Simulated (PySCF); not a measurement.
Spinor energies of Sr(32+) (strontium, charge +32)

Start: [He] 2s2 2p2; 2p1/2 filled at m_j = -1/2, +1/2. Calculated with PySCF 2.14 in an even-tempered Gaussian basis (17 s from 12 bohr⁻², ratio 2.4; 12 p from 16 bohr⁻², ratio 2.4; 5 d from 56 bohr⁻², ratio 2.6; 4 f from 84 bohr⁻², ratio 2.6): generalised Hartree-Fock with the X2C-1e Hamiltonian and a Gaussian nucleus; one run each with spin-orbit coupling (SO) switched off, then screened by Boettger's factors.

| spinor shell | electrons | ε, spin-free (eV) | ε, screened SO (eV) | weight of nominal j (screened SO) | rms radius, screened SO (bohr) |
| --- | --- | --- | --- | --- | --- |
| 1s1/2 | 2 | -18501.8 | -18495.2 | 1.000 | 0.0448 |
| 2s1/2 | 2 | -4168.7 | -4166.7 | 1.000 | 0.176 |
| 2p1/2 | 2 | -4026.8 | -4061.3 | 1.000 | 0.152 |

```json
{"quantity": "E (hartree)", "spin-free": "-2083.42227", "screened SO": "-2086.67442"}
{"quantity": "M_J", "spin-free": "0", "screened SO": "0"}
{"quantity": "⟨J²⟩", "spin-free": "2.000", "screened SO": "0.000"}
{"quantity": "⟨L²⟩", "spin-free": "2.000", "screened SO": "1.333"}
{"quantity": "⟨S²⟩", "spin-free": "2.000", "screened SO": "1.333"}
```

Breit and QED terms are absent; they matter most for the inner s and p1/2 levels.

Densities and radii are taken from the X2C orbitals without a picture-change correction, which distorts them close to the nucleus.

Without spin-orbit coupling the j labels of p, d and f shells carry no meaning; the spin-free column gives the mean over the occupied spinors of each nl shell.
